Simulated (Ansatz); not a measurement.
Geometry optimisation, RKS B3LYP/def2-SVP (Ansatz).

Input:

```yaml
crystal:
  periodic: [false, false, false]
  atoms:
    - { symbol: Ge, position_ang: [0.0, 0.0, 0.0] }
    - { symbol: O, position_ang: [0.0, 0.0, 2.12] }
    - { symbol: H, position_ang: [-0.9095, -0.2814, 2.4571] }
    - { symbol: F, position_ang: [1.5842, 0.0, -0.5594] }
    - { symbol: H, position_ang: [-0.73, 1.2648, -0.5162] }
    - { symbol: H, position_ang: [-0.73, -1.2648, -0.5162] }
    - { symbol: O, position_ang: [1.0804, -1.6406, 0.6527] }
    - { symbol: Al, position_ang: [0.4764, -3.3147, 0.6824] }
    - { symbol: H, position_ang: [1.0732, -4.3766, -0.2922] }
    - { symbol: H, position_ang: [-0.6497, -3.7201, 1.683] }
    - { symbol: H, position_ang: [0.6833, -1.0376, 1.7535] }
basis:
  gaussian: { orbitals: def2-SVP }
hamiltonian:
  xc: b3lyp
relax:
  f_tol: 0.15
  max_steps: 25
  restrain:
    - { distance: [0, 6], at: 1.77, k: 30.0 }
    - { distance: [10, 1], at: 1.01, k: 30.0 }
    - { distance: [0, 1], at: 2.97, k: 30.0 }
    - { distance: [10, 6], at: 2.21, k: 30.0 }
output:
  orbitals: {}
```

Run as:

```bash
$ ansatz run input.yaml --threads 4 --pin off --max-ram 5120MiB --backend cpu --events-out ev --progress --plain --runs-dir out
```

**Question.** Where does it end, and by what steps?

**Answer.** It converged. The restraints hold the end off the free minimum; the threshold counts their pulls, which the force column leaves out. Restrained pairs: Ge1–O7 (2.07 → 1.77 Å), O2–H11 (1.30 → 0.99 Å), Ge1–O2 (2.12 → 2.97 Å), O7–H11 (1.32 → 2.21 Å). After 23 steps the energy has fallen by 3.081 eV (the restraints' own energy left out); H5 moved furthest, 2.17 Å.

```tsv
step	energy less start (eV)	largest force component (eV/Å)	accepted
0	0.0000	4.322	yes
1	0.2940	3.063	yes
2	0.0774	2.823	yes
3	-0.6699	1.831	yes
4	-1.4294	1.161	yes
5	-1.9862	1.044	yes
6	-2.3739	0.865	yes
7	-2.6121	0.697	yes
8	-2.6983	0.648	yes
9	-2.7595	0.932	yes
10	-2.8183	0.841	yes
11	-2.8807	0.788	yes
12	-2.9408	0.704	yes
13	-2.9785	0.728	yes
14	-2.9509	1.289	no
15	-3.0055	0.623	yes
16	-3.0216	0.647	yes
17	-3.0371	0.920	yes
18	-3.0105	1.625	no
19	-3.0562	0.774	yes
20	-3.0679	0.680	yes
21	-3.0717	0.919	yes
22	-3.0566	1.219	no
23	-3.0813	0.664	yes
```

```xyz
11
Properties=species:S:1:pos:R:3
Ge 0.310 -0.309 -0.306
O -0.750 0.215 2.415
H -1.674 -0.071 2.362
F 0.994 -0.786 -1.851
H 1.240 0.769 0.250
H -1.152 0.040 -0.606
O 0.402 -1.788 0.666
Al 0.816 -3.453 0.667
H 1.509 -4.140 -0.572
H 0.445 -4.207 2.006
H -0.262 -0.642 2.433
```

The run took 20 s on 4 threads of AMD EPYC 9R45 96-Core Processor (Zen 5), with other jobs on the host, peak memory 0.34 GiB.
